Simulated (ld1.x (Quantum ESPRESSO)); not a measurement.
## arsenic (As), RRKJ: configuration errors across variants

As (Z = 33), norm-conserving RRKJ (Kleinman–Bylander form), made with ld1.x (Quantum ESPRESSO) 7.5 (LDA (PZ), fully relativistic). Core [Ne], reference 3s2 3p6 3d10 4s2 4p2.5 (charge +0.5). Waves: 3s (bound): rc 0.90 bohr; 3p (bound): rc 0.60 bohr; 3d (bound): rc 0.70 bohr. Local part: all-electron potential smoothed inside 0.55 bohr (lloc = -2). Core correction: none.

Open shells are filled in proportion to 2j + 1 (rel_dist='average').

Occupied shells without a wave of their own: 4p, 4s. They enter only through the test configuration that unscreens the potential.

All-electron excitation energies from the reference (eV): (1) 3s2 3p6 3d10 4s2 4p3 -3.638; (2) 3s2 3p6 3d10 4s2 4p2 5.690; (3) 3s2 3p6 3d10 4s2 4p1 23.857; (4) 3s2 3p6 3d10 4s1 4p4 5.839; (5) 3s2 3p6 3d9 4s2 4p4 36.558; (6) 3s2 3p6 3d10 4s2 4p0 51.902; (7) 3s2 3p6 3d10 4s1 4p0 103.015.

For the base: The 4p, 4s levels have no wave, so the channel is fitted at the deeper level alone: the likely source of the large errors.

On the changes marked as counting shells twice: ld1.x takes every shell without a wave as core, so the model core holds the marked electrons as well and exchange and correlation see them twice. This cancels in the reference configuration, but the file is broken for other ones, and its errors say nothing about a proper core correction.

3 further variants failed, have other tests or another functional or relativity, and are left out.

The file “base” misses its own reference levels by 1.0 eV. The file “local potential all-electron potential smoothed inside 0.98 bohr (lloc = -2)” misses its own reference levels by 1.0 eV. The file “all radii scaled by about 1.29 (s 1.16, p 0.78, d 0.90 bohr); local potential all-electron potential smoothed inside 0.70 bohr (lloc = -2)” misses its own reference levels by 1.9 eV. The file “wave 3s (bound): rc 0.90 bohr becomes 3s (bound): rc 0.96 bohr” misses its own reference levels by 1.3 eV. The file “wave 3p (bound): rc 0.60 bohr becomes 3p (bound): rc 0.80 bohr” misses its own reference levels by 1.0 eV. The file “core correction a·sin(br)/r model core inside 0.68 bohr (4p, 4s counted twice)” misses its own reference levels by 1.0 eV. The file “local potential all-electron potential smoothed inside 0.70 bohr (lloc = -1)” misses its own reference levels by 0.9 eV.

Errors AE − PS in meV (a dash: test not solved or not reliable):

| change | (1) | (2) | (3) | (4) | (5) | (6) | (7) | bound ghosts |
| --- | --- | --- | --- | --- | --- | --- | --- | --- |
| base | +11 | -17 | -68 | -946 | +154 | -136 | -1652 | not determined |
| local potential all-electron potential smoothed inside 0.98 bohr (lloc = -2) | -91 | +119 | +444 | -1356 | -387 | +911 | -393 | not determined |
| all radii scaled by about 1.29 (s 1.16, p 0.78, d 0.90 bohr); local potential all-electron potential smoothed inside 0.70 bohr (lloc = -2) | +5.1 | -11 | -51 | -1948 | +226 | -99 | -3043 | not determined |
| wave 3s (bound): rc 0.90 bohr becomes 3s (bound): rc 0.96 bohr | +11 | -17 | -71 | -1315 | +183 | -140 | -2203 | not determined |
| wave 3p (bound): rc 0.60 bohr becomes 3p (bound): rc 0.80 bohr | +17 | -25 | -98 | -925 | +186 | -198 | -1733 | not determined |
| core correction a·sin(br)/r model core inside 0.68 bohr (4p, 4s counted twice) | -19 | -50 | -395 | -1002 | +35 | -1153 | -3639 | not determined |
| local potential all-electron potential smoothed inside 0.70 bohr (lloc = -1) | +3.9 | -7.4 | -32 | -850 | +108 | -62 | -1381 | not determined |

Question: Give the same row for: wave 3d (bound): rc 0.70 bohr becomes 3d (bound): rc 0.84 bohr.

Answer: +11, -17, -68, -946, +178, -136, -1655; bound ghosts: not determined.
